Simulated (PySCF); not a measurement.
**Working out the ionisation energy of O²⁺**

O²⁺ [He] 2s2 2p2 (3P) → O³⁺ [He] 2s2 2p1 (2P). All numbers are calculated (PySCF 2.14, scalar relativity by spin-free X2C-1e, in x2c-QZVPPall). Frozen: nothing. Energies in hartree (1 hartree = 27.21139 eV):

```csv
part,O²⁺ (lower),O³⁺ (upper)
UHF,-73.159140,-71.152306
CCSD correlation,-0.124619,-0.115197
(T),-0.001688,-0.001361
```

What does Hartree-Fock give?

(-71.152306) − (-73.159140) = 2.006834 hartree = 54.609 eV.

What do CCSD and CCSD(T) give?

The CCSD correlation energies differ by 0.009422 hartree = 0.256 eV and the triples by 0.000327 hartree = 0.009 eV, so CCSD gives 54.865 eV and CCSD(T) 54.874 eV.

A first-order spin-orbit estimate adds -0.005 eV to CCSD(T) (valence and next inner shell), giving 54.869 eV against 54.936 eV (semi-empirical (NIST evaluation); NIST Atomic Spectra Database, ionization energies).

What remains against the reference includes basis incompleteness and higher excitations.
